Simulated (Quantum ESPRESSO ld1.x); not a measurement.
Results of a calculation; reference values are marked as such.
Q: Species: neutral copper. Configuration: [Ar] 3d10 4f1 (not the ground configuration). Code: ld1.x of Quantum ESPRESSO 7.5. Model: Dirac Kohn-Sham, relativistic LDA (MacDonald-Vosko exchange, VWN5 correlation), spin-unpolarised, spherical densities, point nucleus; open shells fill j = l - 1/2 first. Some entries of the table are withheld. Estimate them.

| orbital | occ. | eigenvalue (hartree) | <r> (bohr) | <r^2> (bohr^2) |
|---|---|---|---|---|
| 1s1/2 | 2 | -323.847 | 0.05230 | (1) |
| 2s1/2 | 2 | -39.1178 | 0.2357 | 0.06563 |
| 2p1/2 | 2 | -34.3736 | 0.2045 | 0.05142 |
| 2p3/2 | 4 | -33.6252 | 0.2078 | 0.05297 |
| 3s1/2 | 2 | -4.43960 | 0.7148 | 0.5916 |
| 3p1/2 | 2 | (2) | (3) | 0.6569 |
| 3p3/2 | 4 | (4) | (5) | 0.6766 |
| 3d3/2 | 4 | -0.45896 | (6) | 1.399 |
| 3d5/2 | 6 | -0.44888 | (7) | 1.428 |
| 4f5/2 | 1 | (8) | 17.63 | (9) |
| 4f7/2 | 0 | (10) | 17.63 | (11) |

A: 
(1) 1s1/2 <r^2> (bohr^2): 0.003679
(2) 3p1/2 eigenvalue (hartree): -2.96417
(3) 3p1/2 <r> (bohr): 0.7444
(4) 3p3/2 eigenvalue (hartree): -2.86953
(5) 3p3/2 <r> (bohr): 0.7554
(6) 3d3/2 <r> (bohr): 1.008
(7) 3d5/2 <r> (bohr): 1.018
(8) 4f5/2 eigenvalue (hartree): -0.01624
(9) 4f5/2 <r^2> (bohr^2): 337.6
(10) 4f7/2 eigenvalue (hartree): -0.01624
(11) 4f7/2 <r^2> (bohr^2): 337.6
